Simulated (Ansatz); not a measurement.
The same molecule with X = O, S, Se. Ansatz, PBE0-D4/def2-TZVP geometries, multiplicity 1.

Scalar relativity is left out up to krypton.

| X | molecule | mean X–C bond length / Å | LUMO energy (B3LYP/def2-TZVPP) / eV | LUMO energy (ωB97M-V/def2-TZVPP) / eV | size of the dipole moment (ωB97M-V/def2-TZVPP) / D |
| --- | --- | --- | --- | --- | --- |
| S | `CSC#N` | 1.744 | -1.07 | 1.26 | 4.22 |
| Se | `C[Se]C#N` | 1.889 | -1.26 | 0.97 | 4.32 |

Task: Give the row for X = O, `COC#N`. (An estimate is asked.)

Result: Ansatz gave: 
```
X  molecule  mean X–C bond length / Å  LUMO energy (B3LYP/def2-TZVPP) / eV  LUMO energy (ωB97M-V/def2-TZVPP) / eV  size of the dipole moment (ωB97M-V/def2-TZVPP) / D
O   `COC#N`                     1.362                                 0.16                                   2.18                                                4.59
```

From O to Se the mean X–C bond length rises at each step, by 0.527 Å in all; the LUMO energy (B3LYP/def2-TZVPP) falls at each step, by 1.42 eV in all; the LUMO energy (ωB97M-V/def2-TZVPP) falls at each step, by 1.21 eV in all. Bonds lengthen as the atom grows down the group. Dipoles are sizes alone, and their direction can turn along the series.

B3LYP here is the variant with VWN-RPA as its local correlation; programs differ in this.
